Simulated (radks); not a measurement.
Spherical quantum dot in the effective-mass picture: electrons in a hard-walled sphere of radius 1.68, with a point charge +2 (a donor) at the centre, all in effective atomic units (hartree* = m*/eps^2 hartree, bohr* = eps/m* bohr), one dielectric constant everywhere. Calculated with a radial shooting solver with Libxc functionals: non-relativistic Kohn-Sham, PBEsol, spin-polarised, spherical densities. Levels are named by radial order and angular momentum (1s, 1p, 1d, 2s, ...), and open shells are averaged over m.

N = 2, configuration 1s2. This is the lowest configuration that the search found. Occupied and some empty levels:

| level | occupation | eigenvalue (hartree*) | <r> (bohr*) |
|---|---|---|---|
| 1s | 2 | 0.079858 | 0.6615 |
| 1p | 0 | 2.8289 | 0.9532 |
| 2s | 0 | 4.7975 | 0.8681 |
| 1d | 0 | 5.3367 | 1.071 |

Energy (hartree*): total -2.18531, kinetic 4.8015, external -8.3943, Hartree 2.7413, exchange-correlation -1.3338.

Electron density:

| r (bohr*) | n(r) (e/bohr*^3) |
|---|---|
| 0.114 | 3.311 |
| 0.241 | 2.020 |
| 0.367 | 1.247 |
| 0.494 | 0.7751 |
| 0.621 | 0.4817 |
| 0.748 | 0.2963 |
| 0.875 | 0.1784 |
| 1.00 | 0.1032 |
| 1.13 | 0.05625 |
| 1.25 | 0.02793 |
| 1.38 | 0.01157 |
| 1.51 | 0.003236 |
| 1.64 | 0.0001855 |
